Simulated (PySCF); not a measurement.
Isomers of C7H16, one GFN2-xTB conformer each. Single-point energies are computed at PBE0/pcSseg-1 (PySCF, gas phase, no added dispersion term), electronic only.

```
     SMILES  GFN2-xTB relative energy (kJ/mol)
CC(C)CC(C)C                                0.0
  CCC(CC)CC                               12.5
CCC(C)(C)CC                                3.9
```

Conformers: `[CH3:1][CH:2]([CH3:3])[CH2:4][CH:5]([CH3:6])[CH3:7]` with C1–C2–C4–C5 -59°, C2–C4–C5–C6 179°; `[CH3:1][CH2:2][CH:3]([CH2:4][CH3:5])[CH2:6][CH3:7]` with C1–C2–C3–C4 64°, C2–C3–C4–C5 158°, C2–C3–C6–C7 -60°; `[CH3:1][CH2:2][C:3]([CH3:4])([CH3:5])[CH2:6][CH3:7]` with C1–C2–C3–C4 64°, C2–C3–C6–C7 -57°.

What does PBE0/pcSseg-1 give for the same structures?

```tsv
SMILES	PBE0/pcSseg-1 E (Eh)	PBE0/pcSseg-1 (kJ/mol)	GFN2-xTB (kJ/mol)	point group
CC(C)CC(C)C	-276.00782	0.0	0.0	C2
CCC(C)(C)CC	-276.00617	4.3	3.9	C2
CCC(CC)CC	-276.00363	11.0	12.5	C1
```

Both levels put the same isomer lowest; measured from each level's own lowest isomer, the values differ by up to 1.5 kJ/mol (CCC(CC)CC: 12.5 against 11.0). Neighbours under 10 kJ/mol apart (CC(C)CC(C)C and CCC(C)(C)CC; CCC(C)(C)CC and CCC(CC)CC) can change places with a better method, another conformer or zero-point energy.

Which frontier levels, dipoles and rotational constants go with these structures?

| SMILES | HOMO (eV, PBE0/pcSseg-1) | LUMO (eV) | dipole (D) | A, B, C (MHz) |
| --- | --- | --- | --- | --- |
| CC(C)CC(C)C | -8.55 | 1.43 | 0.11 | 4162, 1398, 1302 |
| CCC(C)(C)CC | -8.54 | 1.37 | 0.05 | 2595, 2303, 1730 |
| CCC(CC)CC | -8.48 | 1.49 | 0.03 | 2713, 1941, 1307 |
